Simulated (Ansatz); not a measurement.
Start from `CN[SiH2]C=O` and change one atom or group to get `O=C[SiH2]F`.

Ansatz, PBE0-D4/def2-TZVP geometries, multiplicity 1. Each molecule was computed in one conformer, which needn't be the lowest.

| property | `CN[SiH2]C=O` |
| --- | --- |
| LUMO energy (B3LYP/def2-TZVPP) / eV | -1.60 |
| size of the dipole moment (PBE/def2-TZVPP) / D | 1.52 |
| LUMO energy (PBE/def2-TZVPP) / eV | -2.50 |
| HOMO energy (PBE0/def2-TZVPP) / eV | -6.50 |
| HOMO–LUMO gap (PBE0/def2-TZVPP) / eV | 5.16 |
| HOMO energy (PBE/def2-TZVPP) / eV | -5.10 |

(1) What does the change do to each property? (An estimate is asked.)

## Answers

(1) The calculation gave: 
```
                                      property  `O=C[SiH2]F`  shift
           LUMO energy (B3LYP/def2-TZVPP) / eV         -2.24  -0.64
size of the dipole moment (PBE/def2-TZVPP) / D          0.86  -0.66
             LUMO energy (PBE/def2-TZVPP) / eV         -3.13  -0.63
            HOMO energy (PBE0/def2-TZVPP) / eV         -7.41  -0.91
          HOMO–LUMO gap (PBE0/def2-TZVPP) / eV          5.43   0.27
             HOMO energy (PBE/def2-TZVPP) / eV         -5.91  -0.81
```

With PBE0 the HOMO falls by 0.91 eV and the LUMO falls by 0.64 eV, so the gap widens by about 0.27 eV. PBE moves the HOMO by -0.81 eV and ωB97M-V by -0.92 eV. Dipoles are sizes alone; their direction can turn.

B3LYP here is the variant with VWN-RPA as its local correlation; programs differ in this.
